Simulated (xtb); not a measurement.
xtb input (GFN2-xTB):

```bash
xtb mol.xyz --gfn 2 --ohess tight --chrg 0 --uhf 0
```
mol.xyz:
```
3

Zr    -0.02713198    -0.02592627    -0.65872371
F      1.64579833    -0.00121036     0.37250157
F     -1.62711360    -0.00937814     0.35272324
```

Output:

```
           -------------------------------------------------
          |                Calculation Setup                |
           -------------------------------------------------

           -------------------------------------------------
          |                 G F N 2 - x T B                 |
           -------------------------------------------------

        Reference                      10.1021/acs.jctc.8b01176
      * Hamiltonian:
        H0-scaling (s, p, d)           1.850000    2.230000    2.230000
        zeta-weighting                 0.500000
      * Dispersion:
        s8                             2.700000
        a1                             0.520000
        a2                             5.000000
        s9                             5.000000
      * Repulsion:
        kExp                           1.500000    1.000000
        rExp                           1.000000
      * Coulomb:
        alpha                          2.000000
        third order                    shell-resolved
        anisotropic                    true
        a3                             3.000000
        a5                             4.000000
        cn-shift                       1.200000
        cn-exp                         4.000000
        max-rad                        5.000000

          ...................................................
          :                      SETUP                      :
          :.................................................:
          :  # basis functions                  18          :
          :  # atomic orbitals                  17          :
          :  # shells                            7          :
          :  # electrons                        18          :
          :  max. iterations                   250          :
          :  Hamiltonian                  GFN2-xTB          :
          :  restarted?                      false          :
          :  GBSA solvation                  false          :
          :  PC potential                    false          :
          :  electronic temp.          300.0000000     K    :
          :  accuracy                    1.0000000          :
          :  -> integral cutoff          0.2500000E+02      :
          :  -> integral neglect         0.1000000E-07      :
          :  -> SCF convergence          0.1000000E-05 Eh   :
          :  -> wf. convergence          0.1000000E-03 e    :
          :  Broyden damping             0.4000000          :
          :  net charge                          0          :
          :  unpaired electrons                  0          :
          ...................................................

 iter      E             dE          RMSdq      gap      omega  full diag
   1    -10.9511923 -0.109512E+02  0.169E+01    1.01       0.0  T
   2    -11.0972754 -0.146083E+00  0.571E+00    1.07       1.0  T
   3    -11.0993214 -0.204601E-02  0.312E+00    1.11       1.0  T
   4    -11.0995708 -0.249338E-03  0.118E+00    1.19       1.0  T
   5    -11.0995690  0.179013E-05  0.778E-01    1.20       1.0  T
   6    -11.0996506 -0.816072E-04  0.214E-01    1.23       1.0  T
[...]
   full:       -0.000      -0.000      -0.002       0.005
molecular quadrupole (traceless):
                xx          xy          yy          xz          yz          zz
 q only:       -9.161      -0.034       4.581      -0.076      -0.000       4.580
  q+dip:       -9.602      -0.036       4.801      -0.080      -0.000       4.801
   full:      -12.958      -0.048       6.479      -0.108      -0.000       6.479

           -------------------------------------------------
          |                Geometry Summary                 |
           -------------------------------------------------

      molecular mass/u    :      129.2204479
   center of mass at/Å    :       -0.0028595      -0.0121849       0.0215056
  moments of inertia/u·Å² :        0.8449105E-04   0.1246759E+03   0.1246760E+03
rotational constants/cm⁻¹ :        0.1995197E+06   0.1352116E+00   0.1352115E+00

 * 2 selected distances

     #   Z          #   Z                                           value/Å
     1  40 Zr       2   9 F                                       1.8115425 (max)
     1  40 Zr       3   9 F                                       1.8112877 (min)

 * 1 distinct bonds (by element types)

   Z      Z             #   av. dist./Å        max./Å        min./Å
   9 F   40 Zr          2     1.8114151     1.8115425     1.8112877

           -------------------------------------------------
          |               Frequency Printout                |
           -------------------------------------------------
 vibrational frequencies (cm⁻¹)
eigval :        0.00     0.00     0.00     0.00     0.00    53.32
eigval :       53.33   560.53   672.13
 reduced masses (amu)
   1: 19.00   2: 19.00   3: 70.00   4: 70.00   5: 69.99   6: 40.22   7: 40.22   8: 19.00
   9: 40.24
 IR intensities (km·mol⁻¹)
   1:  0.00   2:  0.00   3:  0.00   4:  0.00   5:  0.00   6: 10.47   7: 10.47   8:  0.00
   9: 82.33
 Raman intensities (Ä⁴*amu⁻¹)
   1:  0.00   2:  0.00   3:  0.00   4:  0.00   5:  0.00   6:  0.00   7:  0.00   8:  0.00
   9:  0.00
 output can be read by thermo (or use thermo option).
 writing <g98.out> molden fake output.
 recommended (thermochemical) frequency scaling factor: 1.0
           -------------------------------------------------
          |             Thermodynamic Functions             |
           -------------------------------------------------

din symmetry found (for desy threshold:  0.10E+00) used in thermo

          ...................................................
          :                      SETUP                      :
          :.................................................:
          :  # frequencies                           4      :
          :  # imaginary freq.                       0      :
          :  linear?                              true      :
          :  only rotor calc.                    false      :
          :  symmetry                              din      :
          :  rotational number                       2      :
          :  scaling factor                  1.0000000      :
          :  rotor cutoff                   50.0000000 cm⁻¹ :
          :  imag. cutoff                  -20.0000000 cm⁻¹ :
          :.................................................:

    mode    ω/cm⁻¹     T·S(HO)/kcal·mol⁻¹    T·S(FR)/kcal·mol⁻¹   T·S(vib)
   ------------------------------------------------------------------------
       1     53.32    -1.39840 ( 56.39%)    -1.03638 ( 43.61%)    -1.24054
       2     53.33    -1.39834 ( 56.41%)    -1.03635 ( 43.59%)    -1.24053
   ------------------------------------------------------------------------
Note: The following floating-point exceptions are signalling: IEEE_DENORMAL
normal termination of xtb

   temp. (K)  partition function   enthalpy   heat capacity  entropy
                                   cal/mol     cal/K/mol   cal/K/mol   J/K/mol
 298.15  VIB   21.7                 1231.978      5.096      9.186
         ROT   766.                  592.502      1.987     15.186
         INT  0.166E+05             1824.479      7.083     24.371
         TR   0.142E+28             1481.254      4.968     40.464
         TOT                        3305.7332    12.0514    64.8351   271.2699

       T/K    H(0)-H(T)+PV         H(T)/Eh          T*S/Eh         G(T)/Eh
   ------------------------------------------------------------------------
    298.15    0.526802E-02    0.831919E-02    0.308052E-01   -0.224860E-01
   ------------------------------------------------------------------------

         :::::::::::::::::::::::::::::::::::::::::::::::::::::
         ::                  THERMODYNAMIC                  ::
         :::::::::::::::::::::::::::::::::::::::::::::::::::::
         :: total free energy         -11.127722356540 Eh   ::
         ::.................................................::
         :: total energy              -11.105236313856 Eh   ::
         :: zero point energy           0.003051169151 Eh   ::
         :: G(RRHO) w/o ZPVE           -0.025537211835 Eh   ::
         :: G(RRHO) contrib.           -0.022486042684 Eh   ::
         :::::::::::::::::::::::::::::::::::::::::::::::::::::

optimized geometry written to: xtbopt.xyz

           -------------------------------------------------
          | TOTAL ENERGY              -11.105236313856 Eh   |
          | TOTAL ENTHALPY            -11.096917123461 Eh   |
          | TOTAL FREE ENERGY         -11.127722356540 Eh   |
          | GRADIENT NORM               0.000248316273 Eh/α |
          | HOMO-LUMO GAP               1.554623456584 eV   |
           -------------------------------------------------

------------------------------------------------------------------------
------------------------------------------------------------------------
 total:
 SCF:
 ANC optimizer:
 analytical hessian:
```
